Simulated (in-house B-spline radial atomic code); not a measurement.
Stripping manganese of all its electrons. The total binding energy is the sum of the 25 successive ionisation energies. Configuration: [Ar] (3d3/2)4 (3d5/2)1 4s2. Computed with an all-electron radial atomic-structure program (B-spline basis): Dirac-Hartree-Fock, average of the jj configuration, Fermi nucleus of rms radius 3.7057 fm.

Dirac-Coulomb total energy: -1157.3518 hartree. First-order corrections (hartree): Breit 0.4092, self-energy 0.2971, vacuum polarisation -0.02444, recoil 0.00898.

Question: What total binding energy follows, and how does it compare with the sum of NIST's ionisation energies?

Answer: 31474.3 eV from the corrected total, against 31514.1 ± 4.1 eV from NIST's table (measured, semi-empirical and theoretical entries, uncertainties added in quadrature). The table binds 39.7 eV more, 1.59 eV per electron, the size expected of the correlation energy that Hartree-Fock leaves out.

Question: What share of the binding belongs to the last two electrons?

Answer: 53 % by NIST's values (16712.7 eV).
